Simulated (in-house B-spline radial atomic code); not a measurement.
Computed with a B-spline radial atomic code. Model: two electrons, singlet ground state, non-relativistic, full CI in B-splines with partial waves to l = 8 (at full coupling up to 3e-4 hartree above the limit, correlation up to 0.6 % small), density held at that of full coupling by Lieb maximisation.

Along the adiabatic connection the electron repulsion is scaled by a coupling λ while a local potential keeps the density fixed. At λ = 0 the system is the Kohn-Sham one and W equals the exchange energy; the exchange-correlation energy is the area under W between 0 and 1. The kinetic energy rises with λ as the electrons avoid each other, with dT/dλ = −λ dW/dλ.

Command:
```bash
python run_ac.py task.json out
```
Settings (lengths in bohr, energies in hartree):
```
potential              dot
strength               0.0147
lmax                   8
second                 -0.5
```

Cost of the run: 5 min on 1 thread of Intel(R) Xeon(R) Processor @ 2.30GHz, on a shared host.

**W = mean repulsion less Hartree energy, and W of three functionals.**

Given: confinement charge in harmonic well; well frequency 0.0147 hartree; nuclear charge -0.5; external potential omega^2 r^2/2 - Z/r.

Computed: LDA exchange minus exact 4.8156 millihartree; SCAN exchange minus exact -3.1082 millihartree.

| coupling | W xc (hartree) | W xc minus exchange (millihartree) | kinetic minus Kohn-Sham (millihartree) | LDA (PW92) W minus its exchange (millihartree) | PBE W minus its exchange (millihartree) | SCAN W minus its exchange (millihartree) |
| --- | --- | --- | --- | --- | --- | --- |
| 0 | -0.053724 | 0 | 0 | 0 | 0 | 0 |
| 0.02 | -0.056535 | -2.811 | 0.03 | -5.62 | -2.77 | -1.69 |
| 0.05 | -0.059762 | -6.038 | 0.14 | -9.82 | -5.53 | -3.78 |
| 0.12 | -0.064362 | -10.637 | 0.51 | -15.47 | -9.74 | -7.34 |
| 0.25 | -0.068169 | -14.445 | 1.18 | -20.98 | -14.23 | -11.37 |
| 0.4 | ? | ? | ? | ? | ? | ? |
| 0.6 | -0.071386 | -17.662 | 2.42 | -27.42 | -19.79 | -16.1 |
| 0.8 | -0.072147 | -18.423 | 2.95 | -29.35 | -21.5 | -17.35 |
| 1 | -0.072662 | -18.938 | 3.41 | -30.76 | -22.76 | -18.18 |
| 1.4 | -0.073338 | -19.614 | 4.21 | -32.73 | -24.55 | -19.2 |
| 2 | ? | ? | ? | ? | ? | ? |
| 3 | -0.074539 | -20.815 | 6.68 | -36.52 | -28.01 | -20.64 |
| 4.5 | -0.075045 | -21.321 | 8.54 | -38.16 | -29.53 | -21.07 |

What belongs in the row 0.4?

W xc (hartree): -0.070085; W xc minus exchange (millihartree): -16.361; kinetic minus Kohn-Sham (millihartree): 1.78; LDA (PW92) W minus its exchange (millihartree): -24.52; PBE W minus its exchange (millihartree): -17.25; SCAN W minus its exchange (millihartree): -14.03.

What belongs in the row 2?

W xc (hartree): -0.073948; W xc minus exchange (millihartree): -20.224; kinetic minus Kohn-Sham (millihartree): 5.23; LDA (PW92) W minus its exchange (millihartree): -34.62; PBE W minus its exchange (millihartree): -26.27; SCAN W minus its exchange (millihartree): -20.

What is the PBE exchange minus exact?

-2.1773 millihartree.

**Energy parts, natural occupations and partial-wave weights.**

Computed: total energy 0.1812 hartree; exchange energy -0.053724 hartree; correlation energy -0.015531 hartree; kinetic part of the DFT correlation energy 0.003407 hartree; kinetic part over minus potential part 0.1799; Lieb Oxford ratio E_xc over LDA exchange 1.416.

```
natural  occupation of the shell (electrons)
      s                                1.286
      p                              0.68866
      d                                    ?
      s                            0.0020397
      p                           0.00017385
      f                           9.3056e-07
```

What belongs in the row d?

occupation of the shell (electrons): 0.023109.

```
wave      weight
   s     0.64403
   p     0.34441
   d           ?
   f  4.8302e-07
   g  4.4287e-08
```

What belongs in the row d?

weight: 0.011555.

What is the Kohn-Sham kinetic?

0.012846 hartree.

What is the Hartree energy?

0.10745 hartree.

Half-way to full coupling W has made 90 % of its drop, against 50 % for a straight line, and second-order (GL2) theory, half the initial slope, overshoots the correlation energy by about 395 %: correlation is strong. Over couplings 0 to 1 the errors in E_xc come to about -3.6 millihartree for LDA, -3.6 millihartree for PBE, -1.2 millihartree for SCAN, so SCAN is nearest. In LDA and SCAN the errors of exchange and correlation have opposite signs, so the sum is smaller than the larger of the two.
